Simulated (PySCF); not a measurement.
# C₆ coefficients of unlike pairs at M06-L

Calculated with PySCF 2.14 from the dipole response of each species, C₆(A,B) = (3/π) ∫ α_A(iu) α_B(iu) du, in atomic units, from isotropic polarisabilities. For ions this is the dispersion term alone; charge-induced terms of lower order in 1/R come first.

```tsv
species	configuration	basis	relativity	α (bohr³)	C₆ (like pair)
Cl²⁺	[Ne] 3s2 3p3 (4S)	aug-cc-pwCVDZ (6s5p3d)	none	5.886	21.58
O⁺	[He] 2s2 2p3 (4S)	dyall-av3z (15s9p3d2f)	none	2.596	5.081
Kr	[Kr] (1S)	aug-cc-pVTZ-PP with ECP10MDF (6s5p4d2f)	core potential	17.43	138.7
Pb	[Xe] 4f14 5d10 6s2 6p2 (3P)	aug-cc-pVTZ-PP with one added diffuse shell each of d, f type with ECP60MDF (6s5p5d3f)	core potential	71.58	853.7
```

**Question.** Estimate C₆ for Pb with O⁺.

**Answer.** The integral gives 54.70. The combination rule 2 C_A C_B / (C_A α_B/α_A + C_B α_A/α_B) gives 50.71 and the geometric mean 65.86.

No spin-orbit coupling is included, so Pb, close to jj coupling, stand for model states.

The other pairs:

```json
{"pair": "O⁺, Cl²⁺", "C₆": "10.37"}
{"pair": "Pb, Kr", "C₆": "318.1"}
{"pair": "Kr, O⁺", "C₆": "25.65"}
{"pair": "Pb, Cl²⁺", "C₆": "118.7"}
{"pair": "Kr, Cl²⁺", "C₆": "54.20"}
```
